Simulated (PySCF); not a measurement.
A structure optimised at r2SCAN-D4/def2-SVP, used in a PySCF frequency run:

```
Si
H 1 1.4903
H 1 1.4929 2 109.10
H 1 1.4940 2 110.45 3 121.14
Se 1 2.2884 2 110.64 3 -121.63
O 5 1.8480 1 93.76 2 59.44
H 6 0.9703 5 104.54 1 94.50
```

Question: Write its SMILES and formula.

Answer: O[Se][SiH3], H₄OSeSi

Question: What are its rotational constants (standard atomic weights)?

Answer: 9.6726, 3.5867, 2.7234 GHz
